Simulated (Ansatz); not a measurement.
Two structures of SiH$_{4}$O$_{3}$, singlet, reached by relaxing down either side of one saddle point (PBE0-D4/def2-TZVP). Energies are electronic, without zero-point energy. Program: Ansatz 0.2.0. Basis: def2-TZVPP and def2-QZVPP. Cores are frozen in the correlated methods. Extrapolation: Hartree–Fock as exp(−7.88 √X), correlation as X^−2.97. First:

```
8
angstrom
Si -0.5159 -0.6186 0.8969
O 0.3394 -1.3487 -0.3692
H -0.3999 0.6828 -1.3316
O 0.7044 0.3809 1.4408
O -1.0186 1.0088 -0.6651
H -0.0647 -2.1504 -0.7079
H 1.5551 0.2637 1.0043
H -0.5997 1.7816 -0.2681
```

Second:

Si1  (-0.759, -0.052, 0.969)
O2  (0.232, -1.115, -0.968)
H3  (-0.404, -0.806, -1.623)
O4  (0.739, 0.198, 1.634)
O5  (-1.005, 1.224, -0.083)
H6  (0.112, -2.068, -0.904)
H7  (1.404, 0.735, 1.195)
H8  (-0.319, 1.883, -0.220)
(Å)

Task: Which bonds change from the first to the second?

Result: SiH₂O₂ ([OH][Si][OH]) + H₂O → SiH₂O₂ ([OH][Si][OH]) + H₂O; bonds formed: Si1–O5, O2–H3; bonds broken: Si1–O2, H3–O5.

Task: Give the saddle point's structure and its height above each. (Judge from chemistry; the value comes from the calculation.)

Result: Computed: 15.16 kcal/mol above the first and 12.67 kcal/mol above the second (CCSD(T) at an estimated basis limit (MP2 extrapolated from triple and quadruple zeta, plus CCSD(T) − MP2 in triple zeta)).
```csv
atom,x (Å),y (Å),z (Å)
Si1,-0.6247,-0.3548,0.9238
O2,0.2356,-1.0716,-0.6196
H3,-0.2490,-0.0464,-0.9982
O4,0.7400,0.3464,1.5622
O5,-0.9318,0.8453,-0.4975
H6,-0.1641,-1.8666,-0.9840
H7,1.5263,0.4319,1.0156
H8,-0.5323,1.7157,-0.4023
```

The search had been set up for a 1,1-elimination (forming O2–H3, breaking Si1–O2, Si1–H3); from that guess it ended on this step instead.

No T1 diagnostic of these runs exceeds 0.014.

Labels in which every atom is bracketed show which atoms are joined, not bond orders.

For scale, one of the runs: CCSD(T)/def2-TZVPP, 191 basis functions, launched by `ansatz run in.yaml --threads 2 --pin off --events-out ev --progress --plain --max-ram 4352MiB`. Hardware: 2 CPU threads of an Arm Neoverse V1, shared host. Wall time 73 s; peak host memory 2.2 GiB.
